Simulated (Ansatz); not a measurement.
Basis-set extrapolation for `C[SiH]1C[O][Al]1[F]` (PBE0-D4/def2-TZVP geometry, frozen core, Ansatz). Multiplicity 1, RHF reference.

|  | def2-TZVPP | def2-QZVPP |
| --- | --- | --- |
| HF | -784.611775 | -784.639831 |
| MP2 correlation | -1.023001 | -1.103186 |
| CCSD(T) correlation | -1.102523 | not run |

Energies in hartree. Use E(X) = E(∞) + A·exp(−7.88·√X) for Hartree–Fock and E(X) = E(∞) + B·X^(−2.97) for correlation, with X = 3 and 4, and add CCSD(T) minus MP2 of the smaller set to the MP2 limit.

Problem. What is the CCSD(T) energy at the basis-set limit?

Solution. HF limit: -784.639831 + (-0.028056) × 0.13774 = -784.64370. MP2 limit: -1.103186 + (-0.080185) × 0.74074 = -1.16258. Higher-order term: -1.102523 − (-1.023001) = -0.07952. Total: -785.88580 hartree, 450.3 kJ/mol below CCSD(T)/def2-TZVPP.
